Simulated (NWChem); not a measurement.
System: BHOF$_{2}$; SMILES OB(F)F

The following NWChem deck was run.

```
start job
memory heap 200 mb stack 900 mb global 1100 mb
geometry units angstroms noautoz
  B     -0.023443    -0.008516     0.000000
  F      1.297165    -0.139278     0.000000
  F     -0.758743    -1.101416     0.000000
  O     -0.619586     1.194141     0.000000
  H      0.007652     1.923997     0.000000
end
basis spherical
  * library 6-31g*
end
dft
  xc b3lyp
  iterations 150
  vectors input atomic output neutral.movecs
end
task dft energy
charge 1
dft
  odft
  mult 2
  vectors input atomic output cation.movecs
end
task dft energy
```

Output (shortened):

```
             Northwest Computational Chemistry Package (NWChem) 7.3.0
             --------------------------------------------------------

 CS  symmetry detected

                             Geometry "geometry" -> ""
                             -------------------------

 Output coordinates in angstroms (scale by  1.889725989 to convert to a.u.)

  No.       Tag          Charge          X              Y              Z
 ---- ---------------- ---------- -------------- -------------- --------------
    1 B                    5.0000    -0.00636904    -0.02278348     0.00000000
    2 F                    9.0000     1.21398882     0.49859058     0.00000000
    3 F                    9.0000    -0.12447332    -1.33470873     0.00000000
    4 O                    8.0000    -1.10800292     0.74414098     0.00000000
    5 H                    1.0000    -0.90977097     1.68585292     0.00000000

 Effective nuclear repulsion energy (a.u.)     112.8110273443

      Symmetry information
      --------------------

 Group name             Cs
 Group number              2
 Group order               2
 No. of unique centers     5

                                 NWChem DFT Module
                                 -----------------

 Summary of "ao basis" -> "ao basis" (spherical)
 ------------------------------------------------------------------------------
       Tag                 Description            Shells   Functions and Types
 ---------------- ------------------------------  ------  ---------------------
 B                           6-31g*                  6       14   3s2p1d
 F                           6-31g*                  6       14   3s2p1d
 O                           6-31g*                  6       14   3s2p1d
 H                           6-31g*                  2        2   2s

      Symmetry analysis of basis
      --------------------------

        a'         42
        a"         16

            General Information
            -------------------
          SCF calculation type: DFT
          Wavefunction type:  closed shell.
          No. of atoms     :     5
          No. of electrons :    32
           Alpha electrons :    16
            Beta electrons :    16
          Charge           :     0
          Spin multiplicity:     1
          Use of symmetry is: on ; symmetry adaption is: on
          Maximum number of iterations: 150
          AO basis - number of functions:    58
                     number of shells:    26
          Convergence on energy requested:  1.00D-06
          Convergence on density requested:  1.00D-05
          Convergence on gradient requested:  5.00D-04

              XC Information
              --------------
                         B3LYP Method XC Potential
                     Hartree-Fock (Exact) Exchange  0.200
                        Slater Exchange Functional  0.800 local
                    Becke 1988 Exchange Functional  0.720 non-local
              Lee-Yang-Parr Correlation Functional  0.810
                  VWN I RPA Correlation Functional  0.190 local

             Grid Information
             ----------------
          Grid used for XC integration:  medium
          Radial quadrature: Mura-Knowles
          Angular quadrature: Lebedev.
          Tag              B.-S. Rad. Rad. Pts. Rad. Cut. Ang. Pts.
          ---              ---------- --------- --------- ---------
          B                   0.85       49           7.0       434
          F                   0.50       49           8.0       434
          O                   0.60       49           6.0       434
          H                   0.35       45           7.0       434
          Grid pruning is: on
          Number of quadrature shells:   241
          Spatial weights used:  Erf1

      Superposition of Atomic Density Guess
      -------------------------------------

 Sum of atomic energies:        -298.52333731

      Non-variational initial energy
      ------------------------------

 Total energy =    -299.643885
 1-e energy   =    -638.309996
 2-e energy   =     225.855084
 HOMO         =      -0.510986
 LUMO         =       0.116810

      Symmetry analysis of molecular orbitals - initial
      -------------------------------------------------

  Numbering of irreducible representations:

     1 a'          2 a"

  Orbital symmetries:

     1 a'          2 a'          3 a'          4 a'          5 a'
     6 a'          7 a'          8 a'          9 a'         10 a'
    11 a"         12 a'         13 a"         14 a'         15 a'
    16 a"         17 a'         18 a"         19 a'         20 a'
    21 a'         22 a"         23 a'         24 a'         25 a'
    26 a'

   convergence    iter        energy       DeltaE   RMS-Dens  Diis-err
 ---------------- ----- ----------------- --------- --------- ---------
 d= 0,ls=0.0,diis     1   -300.4289563432 -4.13D+02  1.66D-02  8.78D-01
 d= 0,ls=0.0,diis     2   -300.4231283301  5.83D-03  7.74D-03  1.20D+00
 d= 0,ls=0.0,diis     3   -300.5225204323 -9.94D-02  1.16D-03  1.95D-02
 d= 0,ls=0.0,diis     4   -300.5239906079 -1.47D-03  3.91D-04  1.52D-03
 d= 0,ls=0.0,diis     5   -300.5240995486 -1.09D-04  1.40D-04  3.85D-04
  Resetting Diis
 d= 0,ls=0.0,diis     6   -300.5241310167 -3.15D-05  1.98D-05  4.42D-06
 d= 0,ls=0.0,diis     7   -300.5241314595 -4.43D-07  5.71D-06  1.40D-07

         Total DFT energy =     -300.524131459547
      One electron energy =     -640.635925205834
           Coulomb energy =      261.432622472003
    Exchange-Corr. energy =      -34.131856070026
 Nuclear repulsion energy =      112.811027344311

 Numeric. integr. density =       31.999999045975

                  Occupations of the irreducible representations
                  ----------------------------------------------

                     irrep           alpha         beta
                     --------     --------     --------
                     a'               13.0         13.0
                     a"                3.0          3.0

                       DFT Final Molecular Orbital Analysis
                       ------------------------------------

 Vector   14  Occ=2.000000D+00  E=-4.122302D-01  Symmetry=a'
              MO Center= -8.5D-02, -7.2D-01, -7.1D-15, r^2= 1.7D+00
   Bfn.  Coefficient  Atom+Function         Bfn.  Coefficient  Atom+Function
  ----- ------------  ---------------      ----- ------------  ---------------
    31      0.564100  3 F  px                35      0.377195  3 F  px
    18      0.237439  2 F  py                45      0.235141  4 O  px
    22      0.157609  2 F  py                49      0.146935  4 O  px
    17      0.130408  2 F  px                 7      0.115848  1 B  px
     3     -0.084943  1 B  px                21      0.075304  2 F  px

 Vector   15  Occ=2.000000D+00  E=-3.835652D-01  Symmetry=a'
              MO Center= -3.8D-01,  5.4D-01,  5.0D-16, r^2= 2.0D+00
   Bfn.  Coefficient  Atom+Function         Bfn.  Coefficient  Atom+Function
  ----- ------------  ---------------      ----- ------------  ---------------
    45      0.473394  4 O  px                18     -0.321282  2 F  py
    49      0.313614  4 O  px                17      0.238859  2 F  px
    22     -0.225361  2 F  py                48     -0.171613  4 O  s
    21      0.156963  2 F  px                31     -0.156164  3 F  px
    46      0.126796  4 O  py                44     -0.113536  4 O  s

 Vector   16  Occ=2.000000D+00  E=-3.634276D-01  Symmetry=a"
              MO Center= -8.4D-01,  5.5D-01,  1.7D-15, r^2= 1.2D+00
   Bfn.  Coefficient  Atom+Function         Bfn.  Coefficient  Atom+Function
  ----- ------------  ---------------      ----- ------------  ---------------
    47      0.588736  4 O  pz                51      0.435623  4 O  pz
    33     -0.195003  3 F  pz                19     -0.173683  2 F  pz
    37     -0.143935  3 F  pz                23     -0.128392  2 F  pz
     5      0.097185  1 B  pz                13      0.030093  1 B  d  1
     9      0.028132  1 B  pz                55     -0.026294  4 O  d  1

 Vector   17  Occ=0.000000D+00  E= 5.831018D-02  Symmetry=a'
              MO Center= -7.2D-01,  1.5D+00, -9.2D-16, r^2= 2.4D+00
   Bfn.  Coefficient  Atom+Function         Bfn.  Coefficient  Atom+Function
  ----- ------------  ---------------      ----- ------------  ---------------
    58      1.303339  5 H  s                 48     -0.982063  4 O  s
     6      0.653826  1 B  s                 50     -0.405355  4 O  py
    46     -0.243458  4 O  py                34     -0.228166  3 F  s
    20     -0.204049  2 F  s                 49     -0.198177  4 O  px
    44     -0.159846  4 O  s                 57      0.147661  5 H  s

 Vector   18  Occ=0.000000D+00  E= 6.672801D-02  Symmetry=a"
              MO Center= -3.0D-02, -3.9D-03, -1.4D-15, r^2= 1.8D+00
   Bfn.  Coefficient  Atom+Function         Bfn.  Coefficient  Atom+Function
  ----- ------------  ---------------      ----- ------------  ---------------
     9      0.629848  1 B  pz                 5      0.592798  1 B  pz
    51     -0.308735  4 O  pz                47     -0.280365  4 O  pz
    33     -0.246869  3 F  pz                19     -0.245287  2 F  pz
    37     -0.241512  3 F  pz                23     -0.236623  2 F  pz

 Vector   19  Occ=0.000000D+00  E= 1.486295D-01  Symmetry=a'
              MO Center=  2.0D-02,  2.4D-01,  1.8D-15, r^2= 3.1D+00
   Bfn.  Coefficient  Atom+Function         Bfn.  Coefficient  Atom+Function
  ----- ------------  ---------------      ----- ------------  ---------------
     6      1.974775  1 B  s                 58     -0.859701  5 H  s
    20     -0.615084  2 F  s                 34     -0.541223  3 F  s
    50      0.471067  4 O  py                21      0.266006  2 F  px
    36     -0.248310  3 F  py                46      0.232822  4 O  py
    49     -0.215097  4 O  px                22      0.149550  2 F  py

     Multipole analysis of the density
     ---------------------------------

[...]
```

Level: B3LYP/6-31G* (spherical d), vertical spin-unrestricted ions. Coordinates come from a PBE0/def2-SVP optimisation.
